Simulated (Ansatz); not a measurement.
Consider the ligand exchange at the Si–N bond: `[SiH3]N([SiH3])[SiH2]Cl` + `C[NH][AlH][F]` → `C[N]([SiH3])[AlH][F]` + `[SiH3]N[SiH2]Cl`.

Program: Ansatz. Geometries: PBE0-D4/def2-TZVP. ΔE: electronic, gas phase. CBS: MP2 limit from def2 TZ/QZ plus the TZ coupled-cluster correction, frozen cores. DFT in def2-TZVPP. B3LYP here is the variant with VWN-RPA as its local correlation; programs differ in this. Each species was taken in one conformer, which may not be the lowest.

```
    level  ΔE (kJ/mol)
r2SCAN-D4          4.7
 B3LYP-D4          6.4
  ωB97M-V          5.0
      PBE          2.0
```

(1) What does CCSD(T)/CBS give? (Best estimate.)

Largest T1 diagnostic among the species: 0.012.

## Answers

(1) Computed: +6.2 kJ/mol. The listed levels differ from it by -1.5, 0.2, -1.2, -4.2 kJ/mol.

The D4 term adds +5.3 kJ/mol with B3LYP and +3.0 kJ/mol with PBE0; it sums over pairs of atoms, weighted by their polarisabilities, and B3LYP, whose exchange is more repulsive, gets the larger term.

CCSD(T)/CBS has its own doubt, a few kJ/mol and more with outer-core shells, so smaller differences from it don't rank the levels.
